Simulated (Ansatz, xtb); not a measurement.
## A geometry optimisation of CH5GeO− with r2SCAN-D4/def2-SVPD

The starting geometry of this gas-phase singlet was built from a drawn formula by distance geometry and a force field; its bonds are those of `[CH3][GeH-][OH]`.

```xyz
8

C    -0.1547   -1.9109    0.6398
Ge   -1.9172   -1.0453    0.4718
O    -3.2032   -2.2447    0.8398
H    -0.0389   -2.2523    1.6638
H    -0.1170   -2.7579   -0.0317
H     0.6067   -1.1783    0.3346
H    -2.1063   -0.5494   -1.0062
H    -4.0434   -1.7014    0.8070
```

Problem. Predict what becomes of its bonds when it is optimised with r2SCAN-D4/def2-SVPD.

Solution. It keeps its bonds, and is `[CH3][GeH-][OH]`.

The energy falls by 0.89 eV over 9 steps:

```json
{"step": "1", "E − E(last) (eV)": "0.890"}
{"step": "2", "E − E(last) (eV)": "0.183"}
{"step": "3", "E − E(last) (eV)": "0.050"}
{"step": "4", "E − E(last) (eV)": "0.027"}
{"step": "5", "E − E(last) (eV)": "0.005"}
{"step": "6", "E − E(last) (eV)": "0.001"}
{"step": "7", "E − E(last) (eV)": "0.001"}
{"step": "8", "E − E(last) (eV)": "0.000"}
{"step": "9", "E − E(last) (eV)": "0.000"}
```

Final geometry (Å):

```xyz
8

C    -0.2703   -1.8627    0.6436
Ge   -1.9637   -0.7261    0.5433
O    -3.1581   -2.2397    0.5252
H    -0.0709   -2.1971    1.6763
H    -0.3757   -2.7579    0.0060
H     0.6094   -1.2912    0.2942
H    -1.8567   -0.5759   -1.0697
H    -3.8880   -1.9897    1.0998
```

From the same start GFN2-xTB ends elsewhere, differing in Ge2–H7 (1.97 against 1.62 Å here).

The end wasn't checked by frequencies. Run with Ansatz 0.2.0, 24 s on 2 threads of Arm Neoverse V1, with other jobs on the host.
